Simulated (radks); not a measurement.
These are the eigenvalues of the occupied orbitals of an atom or ion with whole-number occupations (hartree). Calculated with a radial shooting solver on a logarithmic mesh with Libxc functionals: Dirac Kohn-Sham, PBE, spin-unpolarised, spherical densities, finite nucleus; Fermi nuclear charge, rms radius of each element as measured or else 0.836 A^(1/3) + 0.57 fm.

| orbital | eigenvalue |
|---|---|
| 1s1/2 | -2321.466 |
| 2s1/2 | -395.7527 |
| 2p1/2 | -377.8341 |
| 2p3/2 | -336.7672 |
| 3s1/2 | -90.43402 |
| 3p1/2 | -82.49407 |
| 3p3/2 | -73.73446 |
| 3d3/2 | -60.23749 |
| 3d5/2 | -58.32493 |
| 4s1/2 | -18.78258 |
| 4p1/2 | -15.54728 |
| 4p3/2 | -13.55528 |
| 4d3/2 | -8.23231 |
| 4d5/2 | -7.86874 |
| 5s1/2 | -3.21612 |
| 5p1/2 | -2.31492 |
| 5p3/2 | -2.05494 |
| 4f5/2 | -1.35968 |
| 4f7/2 | -1.30350 |

Which element is it, and in what charge state? The configuration may be excited. Open shells, if any, fill j = l - 1/2 first.

Answer. Z = 71, lutetium, charge +3: Lu3+ in [Xe] 4f14. The list shows which subshells hold electrons but not how many an open one holds; the 1s level, -2321.5 hartree, gives Z - s = 68.1 by -(Z - s)^2/2, which with screening and relativity narrows Z to a few neighbours, and the depths of the outer levels then fix element, charge and occupations together.
